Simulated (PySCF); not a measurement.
PySCF input for 1-[amino(fluoro)boranyl]propane (C3H9BFN), SMILES CCCB(N)F, B3LYP-D3(BJ)/def2-SVP. Geometry optimised at B3LYP-D3(BJ)/def2-SVP. The values are those of a single conformer.

```python
import numpy as np
from pyscf import gto, scf, dft, df
from pyscf.hessian import thermo

mol = gto.M(
    atom='''
    C    -0.15000904   -2.81123120    0.00000000
    C     0.44006495   -1.40147215   -0.00000000
    C    -0.61552142   -0.29084013   -0.00000000
    B    -0.08300850    1.19335722   -0.00000000
    N     1.27300820    1.54124788    0.00000000
    F    -0.98214388    2.20165521    0.00000000
    H    -0.78287305   -2.97551099    0.88811926
    H    -0.78287305   -2.97551099   -0.88811926
    H     0.63471875   -3.58488120    0.00000000
    H     1.09649460   -1.28335601    0.88177043
    H     1.09649460   -1.28335601   -0.88177043
    H    -1.28564071   -0.40512392   -0.87416221
    H    -1.28564072   -0.40512391    0.87416220
    H     2.01910675    0.85874671   -0.00000000
    H     1.58628581    2.50495906   -0.00000000
    ''',
    basis='def2-SVP',
    charge=0,
    spin=0,
    max_memory=1600,
    verbose=3,
)
mf = dft.RKS(mol, xc='b3lyp').density_fit(auxbasis='def2-universal-jkfit')
mf.disp = 'd3bj'
mf.grids.level = 3
mf.conv_tol = 1e-11
mf.max_cycle = 100
mf.kernel()

# [left out here: the lines that compute and print the analytic Hessian (its translational invariance restored by hand, since the grid's response is missing), thermochemistry and intensities]
```

Log of the run:

```
converged SCF energy = -299.108060558028

WARN: DFTD3 does not support analytical Hessian, using finite difference


WARN: Mole.unit (angstrom) is changed to Bohr

Mode                                 0                   1                   2
Irrep
Freq [cm^-1]                       68.3646            102.4204            151.8112
Reduced mass [au]                   1.9470              2.5727              3.4512
Force const [Dyne/A]                0.0054              0.0159              0.0469
Char temp [K]                      98.3614            147.3602            218.4225
Normal mode                   x     y     z       x     y     z       x     y     z
       0   C                -0.00 -0.00  0.01   -0.00 -0.00 -0.12    0.12  0.01 -0.00
       1   C                 0.00 -0.00 -0.11   -0.00 -0.00  0.10   -0.03  0.07 -0.00
       2   C                 0.00 -0.00  0.10   -0.00 -0.00  0.14   -0.10  0.00  0.00
       3   B                 0.00  0.00  0.03    0.00 -0.00  0.02   -0.05 -0.01 -0.00
       4   N                 0.00  0.00  0.08    0.00  0.00 -0.05   -0.02 -0.13  0.00
       5   F                -0.00 -0.00 -0.09    0.00 -0.00 -0.06    0.04  0.07 -0.00
       6   H                 0.19 -0.01  0.14   -0.10 -0.11 -0.21    0.14 -0.07  0.00
       7   H                -0.19  0.01  0.14    0.10  0.11 -0.21    0.14 -0.07 -0.00
       8   H                -0.00 -0.00 -0.16   -0.00 -0.00 -0.13    0.21  0.10  0.00
       9   H                 0.17 -0.01 -0.23   -0.07 -0.10  0.17   -0.04  0.12 -0.00
      10   H                -0.17  0.01 -0.23    0.07  0.10  0.17   -0.04  0.12  0.00
      11   H                -0.16  0.01  0.22   -0.05 -0.03  0.19   -0.09 -0.01 -0.00
      12   H                 0.16 -0.01  0.22    0.05  0.03  0.19   -0.09 -0.01  0.00
      13   H                 0.00  0.00  0.16    0.00  0.00  0.01   -0.08 -0.20 -0.00
      14   H                -0.00  0.00  0.05   -0.00  0.00 -0.15    0.07 -0.16 -0.00
Mode                                 3                   4                   5
Irrep
Freq [cm^-1]                      257.4613            317.1425            391.7881
Reduced mass [au]                   1.0795              3.0611              4.7777
Force const [Dyne/A]                0.0422              0.1814              0.4321
Char temp [K]                     370.4295            456.2974            563.6958
Normal mode                   x     y     z       x     y     z       x     y     z
       0   C                 0.00 -0.00 -0.01   -0.04  0.14 -0.00   -0.02 -0.04  0.00
       1   C                 0.00  0.00  0.07    0.09  0.07  0.00    0.10 -0.07 -0.00
       2   C                -0.00 -0.00 -0.03    0.04  0.00  0.00    0.07 -0.05  0.00
       3   B                -0.00 -0.00 -0.00   -0.02 -0.02  0.00   -0.08  0.03  0.00
       4   N                -0.00 -0.00 -0.01    0.00 -0.11  0.00   -0.08 -0.02 -0.00
       5   F                 0.00  0.00 -0.00   -0.05 -0.06 -0.00    0.01  0.14 -0.00
       6   H                 0.39 -0.23  0.22   -0.07  0.25 -0.00   -0.04  0.03 -0.00
       7   H                -0.39  0.23  0.22   -0.07  0.25  0.00   -0.04  0.03  0.00
       8   H                 0.00 -0.00 -0.56   -0.16  0.02 -0.00   -0.11 -0.12  0.00
       9   H                -0.06 -0.02  0.12    0.08  0.06  0.01    0.10 -0.11  0.00
      10   H                 0.06  0.02  0.12    0.08  0.06 -0.01    0.10 -0.11 -0.00
      11   H                 0.12  0.00 -0.12    0.05 -0.05 -0.00    0.07 -0.14  0.01
      12   H                -0.12 -0.00 -0.12    0.05 -0.05  0.00    0.07 -0.14 -0.01
      13   H                -0.00 -0.00 -0.00   -0.08 -0.20 -0.00   -0.12 -0.07  0.00
      14   H                 0.00 -0.00 -0.01    0.13 -0.15 -0.00   -0.02 -0.04 -0.00
Mode                                 6                   7                   8
Irrep
Freq [cm^-1]                      440.9413            455.1962            479.3059
Reduced mass [au]                   1.5059              2.6675              1.3027
Force const [Dyne/A]                0.1725              0.3257              0.1763
Char temp [K]                     634.4164            654.9260            689.6145
Normal mode                   x     y     z       x     y     z       x     y     z
       0   C                 0.00 -0.00  0.00    0.01 -0.07 -0.00    0.00 -0.00  0.00
       1   C                -0.00 -0.00 -0.03   -0.03 -0.03  0.00   -0.00 -0.00 -0.01
       2   C                 0.00  0.00  0.02    0.06  0.08 -0.00    0.00  0.00  0.02
       3   B                 0.00  0.00  0.17    0.02  0.11 -0.00    0.00  0.00  0.06
       4   N                 0.00 -0.00  0.00    0.07 -0.04  0.00    0.00 -0.00 -0.12
       5   F                -0.00 -0.00 -0.04   -0.11  0.01  0.00   -0.00 -0.00  0.00
       6   H                -0.02  0.04  0.00    0.03 -0.13  0.00   -0.00  0.02  0.00
       7   H                 0.02 -0.04  0.00    0.03 -0.13 -0.00    0.00 -0.02  0.00
[...]
      11   H                 0.01 -0.02 -0.00    0.05  0.01 -0.04   -0.02 -0.02  0.01
      12   H                -0.01  0.02 -0.00    0.05  0.01  0.04   -0.02 -0.02 -0.01
      13   H                 0.00  0.00 -0.00    0.01  0.02 -0.00    0.33  0.46 -0.00
      14   H                 0.00  0.00 -0.00    0.02 -0.01 -0.00    0.51 -0.23  0.00
Mode                                30                  31                  32
Irrep
Freq [cm^-1]                     3001.6389           3008.0979           3020.3608
Reduced mass [au]                   1.0617              1.0615              1.0368
Force const [Dyne/A]                5.6362              5.6590              5.5724
Char temp [K]                    4318.6901           4327.9831           4345.6267
Normal mode                   x     y     z       x     y     z       x     y     z
       0   C                -0.00  0.00  0.00   -0.01  0.00  0.00   -0.02 -0.04 -0.00
       1   C                 0.04  0.01  0.00    0.05  0.01 -0.00    0.00  0.00  0.00
       2   C                -0.05 -0.01 -0.00    0.04  0.01  0.00   -0.01 -0.00 -0.00
       3   B                -0.00  0.00 -0.00    0.00 -0.00  0.00    0.00  0.00 -0.00
       4   N                 0.00 -0.00  0.00   -0.00 -0.00 -0.00   -0.00 -0.00  0.00
       5   F                 0.00 -0.00  0.00   -0.00  0.00  0.00    0.00 -0.00 -0.00
       6   H                -0.02 -0.00  0.02    0.02  0.01 -0.03    0.33  0.07 -0.47
       7   H                -0.02 -0.00 -0.02    0.02  0.01  0.03    0.33  0.07  0.47
       8   H                 0.05 -0.04  0.00    0.02 -0.02  0.00   -0.38  0.36 -0.00
       9   H                -0.23 -0.04 -0.32   -0.32 -0.06 -0.45   -0.01 -0.00 -0.01
      10   H                -0.23 -0.04  0.32   -0.32 -0.06  0.45   -0.01 -0.00  0.01
      11   H                 0.32  0.06  0.44   -0.23 -0.04 -0.32    0.03  0.00  0.04
      12   H                 0.32  0.06 -0.44   -0.23 -0.04  0.32    0.03  0.00 -0.04
      13   H                -0.00 -0.00 -0.00   -0.00 -0.00  0.00    0.00  0.00 -0.00
      14   H                -0.00  0.00 -0.00   -0.00 -0.00  0.00    0.00 -0.00 -0.00
Mode                                33                  34                  35
Irrep
Freq [cm^-1]                     3029.5363           3049.9068           3099.2291
Reduced mass [au]                   1.0996              1.1028              1.1037
Force const [Dyne/A]                5.9463              6.0438              6.2463
Char temp [K]                    4358.8282           4388.1368           4459.1006
Normal mode                   x     y     z       x     y     z       x     y     z
       0   C                 0.00  0.00 -0.01   -0.00  0.00 -0.02    0.00 -0.00  0.09
       1   C                 0.00  0.00  0.06    0.00  0.00  0.07    0.00  0.00  0.02
       2   C                 0.00  0.00 -0.07   -0.00 -0.00  0.06    0.00  0.00  0.00
       3   B                 0.00 -0.00 -0.00    0.00  0.00  0.00    0.00 -0.00 -0.00
       4   N                 0.00  0.00 -0.00   -0.00 -0.00 -0.00   -0.00  0.00 -0.00
       5   F                -0.00  0.00  0.00    0.00  0.00 -0.00    0.00  0.00 -0.00
       6   H                -0.04 -0.01  0.05   -0.08 -0.02  0.10    0.38  0.09 -0.52
       7   H                 0.04  0.01  0.05    0.08  0.02  0.10   -0.38 -0.09 -0.52
       8   H                 0.00 -0.00 -0.00    0.00 -0.00 -0.01   -0.00  0.00  0.02
       9   H                -0.25 -0.05 -0.34   -0.30 -0.05 -0.40   -0.08 -0.02 -0.11
      10   H                 0.25  0.05 -0.34    0.30  0.05 -0.40    0.08  0.02 -0.11
      11   H                 0.32  0.06  0.40   -0.26 -0.05 -0.34   -0.02 -0.00 -0.03
      12   H                -0.32 -0.06  0.40    0.26  0.05 -0.34    0.02  0.00 -0.03
      13   H                -0.00  0.00  0.00    0.00 -0.00  0.00    0.00 -0.00  0.00
      14   H                -0.00 -0.00 -0.00    0.00  0.00  0.00    0.00  0.00  0.00
Mode                                36                  37                  38
Irrep
Freq [cm^-1]                     3103.3279           3601.1197           3707.8447
Reduced mass [au]                   1.1036              1.0511              1.0982
Force const [Dyne/A]                6.2623              8.0311              8.8960
Char temp [K]                    4464.9978           5181.2094           5334.7630
Normal mode                   x     y     z       x     y     z       x     y     z
       0   C                -0.08  0.04  0.00    0.00  0.00 -0.00    0.00  0.00 -0.00
       1   C                -0.01 -0.00  0.00    0.00  0.00 -0.00    0.00 -0.00 -0.00
       2   C                 0.00 -0.00  0.00    0.00  0.00 -0.00   -0.00 -0.00 -0.00
       3   B                -0.00 -0.00 -0.00    0.00  0.00 -0.00    0.00  0.00 -0.00
       4   N                 0.00  0.00  0.00   -0.05 -0.02  0.00   -0.03  0.07  0.00
       5   F                 0.00  0.00  0.00    0.00 -0.00  0.00    0.00 -0.00  0.00
       6   H                 0.19  0.06 -0.30   -0.00 -0.00  0.00   -0.00 -0.00  0.00
       7   H                 0.19  0.06  0.30   -0.00 -0.00 -0.00   -0.00 -0.00 -0.00
       8   H                 0.57 -0.56  0.00   -0.00  0.00 -0.00   -0.00  0.00 -0.00
       9   H                 0.03  0.01  0.04    0.00  0.00 -0.00   -0.00  0.00 -0.00
      10   H                 0.03  0.01 -0.04    0.00  0.00  0.00   -0.00  0.00  0.00
      11   H                 0.00 -0.00  0.00   -0.00 -0.00 -0.00   -0.00  0.00 -0.00
      12   H                 0.00 -0.00 -0.00   -0.00 -0.00  0.00   -0.00  0.00  0.00
      13   H                 0.00 -0.00  0.00    0.43 -0.41  0.00    0.56 -0.51 -0.00
      14   H                 0.00  0.00  0.00    0.23  0.74 -0.00   -0.19 -0.54  0.00
temperature 298.1500 [K]
pressure 101325.00 [Pa]
Rotational constants [GHz] 7.58898 1.65701 1.39533
Symmetry number 1
Zero-point energy (ZPE) 0.12753 [Eh]   334830.937 [J/mol]
                           tot       elec      trans        rot        vib
Entropy [J/mol/K]       355.949      0.000    164.716    114.252     76.981
Cv [J/mol/K]            113.063      0.000     12.472     12.472     88.120
Cp [J/mol/K]            121.377      0.000     20.786     12.472     88.120
Internal energy [J/mol]                      3718.434   3718.434 347504.403
Internal energy [Eh]   -298.97287  -299.10806
Enthalpy [J/mol]                             6197.391   3718.434 347504.403
Enthalpy [Eh]          -298.97193
Gibbs free energy [J/mol]                  -42912.549 -30345.905 324552.497
Gibbs free energy [Eh] -299.01235
mode   freq/cm-1   IR/(km/mol)
   1       68.36         1.277
   2      102.42         0.032
   3      151.81         1.849
   4      257.46         0.020
   5      317.14         0.006
   6      391.79         6.517
   7      440.94        21.481
   8      455.20         2.804
   9      479.31       133.488
  10      612.27        17.969
  11      736.03        14.992
  12      786.04         2.398
  13      846.87         2.993
  14      885.85         7.215
  15      915.53         3.969
  16     1032.83         6.333
  17     1052.62         1.622
  18     1101.74         0.656
  19     1200.11        58.093
  20     1234.87         0.493
  21     1312.64         0.060
  22     1338.05        56.386
  23     1387.90       118.282
  24     1397.74        39.195
  25     1405.94       135.391
  26     1429.28         1.677
  27     1468.75         0.253
  28     1470.24         6.305
  29     1482.06         3.205
  30     1596.52       221.780
  31     3001.64         5.806
  32     3008.10        49.940
  33     3020.36        27.044
  34     3029.54         0.001
  35     3049.91        36.536
  36     3099.23        41.417
  37     3103.33        33.703
  38     3601.12        34.385
  39     3707.84        32.227
max |gradient| / (hartree/bohr): 0.00031030404704958424
APT charges: [ 0.0788  0.1551 -0.1998  1.1239 -0.714  -0.6147 -0.0272 -0.0272 -0.0364
 -0.0588 -0.0588 -0.0154 -0.0154  0.2044  0.2052]
```

Self-consistency was reached.

Cost: roughly 6 core-minutes.
